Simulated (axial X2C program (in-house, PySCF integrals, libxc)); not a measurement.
**What spin–orbit coupling does to CsI**

All values were computed with an axial X2C code built on PySCF integrals. Spin-free means the one-electron spin-free X2C Hamiltonian; two-component (2c) means X2C with spin–orbit coupling and atomic mean-field two-electron Coulomb and Gaunt terms, so the difference of the two also holds small scalar two-electron terms. Basis: Cs dyall-v2z [12s13p7d], I dyall-v2z [9s9p7d] (cores contracted in-house); Gaussian nuclei, density fitting, unrestricted open shells. Masses: Cs 132.905 u, I 126.904 u.

Spin-free state: M_S = 0, Λ = 0 (closed shell); fragments Cs + I.

```csv
level,Re (Å),ωe (cm⁻¹),De (eV),μ (D)
PBE0,3.318,121.3,3.585,-11.27
HF,3.447,111.6,2.756,-12.87
MP2,3.386,117.6,3.204,n/a
M06,3.335,120.9,3.511,-11.10
PBEsol,3.276,124.8,3.688,-10.50
```

Correlated methods: 16 electrons correlated (number of frozen shells: Cs 4 s, 3 p, 2 d; I 4 s, 3 p, 2 d), 138 virtual spin orbitals or spinors in MP2.

Dipoles are positive if I is the positive end.

Two-component determinant lowest at the distance of the search:

Ω = 0 (closed shell); fragments Cs + I.

```json
{"level": "PBE0", "Re (Å)": "3.320", "ωe (cm⁻¹)": "121.1", "De (eV)": "3.279", "μ (D)": "-11.22"}
{"level": "HF", "Re (Å)": "3.448", "ωe (cm⁻¹)": "111.4", "De (eV)": "2.443", "μ (D)": "-12.83"}
{"level": "MP2", "Re (Å)": "3.387", "ωe (cm⁻¹)": "117.4", "De (eV)": "2.908", "μ (D)": "n/a"}
{"level": "M06", "Re (Å)": "3.337", "ωe (cm⁻¹)": "120.6", "De (eV)": "3.224", "μ (D)": "-11.03"}
{"level": "PBEsol", "Re (Å)": "3.278", "ωe (cm⁻¹)": "124.4", "De (eV)": "3.380", "μ (D)": "-10.44"}
```

**Question.** From the two tables, how do the constants change at the MP2 level (2c against spin-free)?

**Answer.** At the MP2 level Re increases by 0.001 Å and ωe doesn't move by more than 0.2 cm⁻¹; De changes by -0.296 eV.

One determinant describes the state; a PBE0 search over occupations chose it and may have missed a lower one. Closed shells are restricted here (equal orbitals for both partners); the stretched side of such a curve lies too high. De is counted from the lowest determinant-based energies of the atoms at the same level, without counterpoise correction. Without a current term, density functionals place determinants with orbital angular momentum somewhat too high.
